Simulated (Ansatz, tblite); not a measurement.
Cost and result up the ladder for (LiBr)3 ring (Li3Br3) (6 atoms). Total charge 0; singlet. Geometry: B3LYP-D4/def2-SVP.

```
atom   x (Å)   y (Å)   z (Å)
 Li1   1.193  -1.575   0.154
 Br2   0.656  -0.894   2.319
 Li3  -0.687   0.886   1.634
 Br4  -1.547   2.042  -0.200
 Li5  -0.506   0.689  -1.788
 Br6   0.891  -1.149  -2.119
```

Ansatz on 4 threads of Arm Neoverse V1 on a shared host; xTB runs through tblite on one thread. Times are rough, summed over both states, and most runs start from the orbitals of an earlier one. PBE0-D4/def2-TZVP serves as the yardstick here, not as an exact answer. Differences are given only for rows in sets of like size (and for xTB, whose basis is part of the method), since another set adds its own error. The other state is a doublet.

The xTB rows come from tblite. Correlated methods freeze 27 core orbitals; core or outer-core shells of Li, Br are correlated, in sets that lack core-valence functions. The rows differ in basis, and correlated rows in double-zeta sets carry the largest basis error. In CCSD on the charge 1 doublet the largest single amplitude is 0.24, so its Hartree–Fock determinant may place the open shell otherwise than the density functionals do.

Run but left out: PBE-D4/def2-TZVP, r2SCAN-D4/def2-TZVP (charge +1 doublet: an occupied level 0.05 to 0.06 eV above an empty one).

Correlated methods converge slowly with the basis, most of all in double-zeta sets.

Raw xTB energies of ions are shifted by several eV.

```tsv
level	functions	vertical IE (eV)	difference from PBE0-D4/def2-TZVP (eV)
GFN2-xTB	39	13.44	3.70
PBE0-D4/def2-TZVP (with forces)	186	9.74	0.00
GFN1-xTB	39	13.88	4.14
CCSD(T)/def2-SVP	123	10.23	–
```

(1) Estimate how long each takes.

## Answers

(1) GFN1-xTB 0.011 s; GFN2-xTB 0.014 s; PBE0-D4/def2-TZVP (with forces) 15 s; CCSD(T)/def2-SVP 1.7 min. On shared hardware such times vary by a factor of up to 3.
